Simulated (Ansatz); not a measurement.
Al9N9⁻, a nanocrystal cut from zinc blende AlN (bare). Total charge -1; doublet. Geometry PBE-D4/def2-SVP, that of the neutral singlet; atoms count from 1.

Cartesian coordinates in Å:
```
Al -0.6224 -2.4097 -1.4826
Al -1.8865 2.5656 0.4006
Al -0.4827 1.6582 2.3254
Al -0.2416 -1.3286 1.4986
Al -1.5454 -0.1184 -1.1716
Al 0.7394 1.4858 -0.4796
Al 1.8650 -1.3292 -0.6223
Al 0.6694 -0.7832 -2.7518
Al 1.5599 0.2207 1.9804
N -1.1227 1.6500 -0.9266
N -1.3201 -1.5687 0.0396
N -1.1581 -1.0412 -2.7051
N -0.1122 -0.0671 2.8353
N -1.9194 2.7443 2.1204
N 1.1470 1.8672 1.2604
N 1.1646 -2.4372 -1.9130
N 1.6616 -1.4111 1.1620
N 1.6042 0.3026 -1.5701
```

Single mean-field runs in def2-TZVP are fitted with def2-universal-jkfit.

(1) Estimate the Mulliken populations from the PBE0/def2-TZVP orbitals of Ansatz.

(2) Where does the spin sit?

(3) And the Mayer bond orders between heavy atoms (over 0.3)?

Results:

(1) 
```csv
atom,charge (e),spin (α − β)
Al1,0.31,0.17
Al2,0.26,0.20
Al3,0.30,0.11
Al4,0.31,0.09
Al5,0.26,0.17
Al6,0.28,0.11
Al7,0.30,0.10
Al8,0.31,0.14
Al9,0.32,0.04
N10,-0.31,-0.01
N11,-0.37,-0.02
N12,-0.42,-0.02
N13,-0.42,-0.02
N14,-0.50,0.00
N15,-0.42,-0.01
N16,-0.44,-0.02
N17,-0.39,-0.01
N18,-0.39,-0.01
```
Mulliken values depend strongly on the basis.

(2) Summed by element: Al 1.13, N -0.13, of 1 unpaired in all. Largest on single atoms: Al2 0.20, Al1 0.17, Al5 0.17.

(3) Al1–N11 1.01 (1.87 Å); Al1–N12 0.93 (1.91 Å); Al1–N16 1.13 (1.84 Å); Al2–Al3 0.33 (2.55 Å); Al2–N10 1.19 (1.78 Å); Al2–N14 1.78 (1.73 Å); Al3–N13 1.02 (1.84 Å); Al3–N14 1.31 (1.81 Å); Al3–N15 0.79 (1.96 Å); Al4–N11 1.16 (1.83 Å); Al4–N13 1.14 (1.84 Å); Al4–N17 0.86 (1.93 Å); Al5–N10 1.04 (1.83 Å); Al5–N11 0.96 (1.90 Å); Al5–N12 1.08 (1.83 Å); Al6–N10 0.91 (1.92 Å); Al6–N15 1.19 (1.83 Å); Al6–N18 1.14 (1.83 Å); Al7–N16 1.07 (1.84 Å); Al7–N17 1.16 (1.80 Å); Al7–N18 0.92 (1.91 Å); Al8–N12 1.12 (1.85 Å); Al8–N16 0.92 (1.92 Å); Al8–N18 1.05 (1.86 Å); Al9–N13 0.96 (1.90 Å); Al9–N15 1.12 (1.84 Å); Al9–N17 1.11 (1.83 Å).
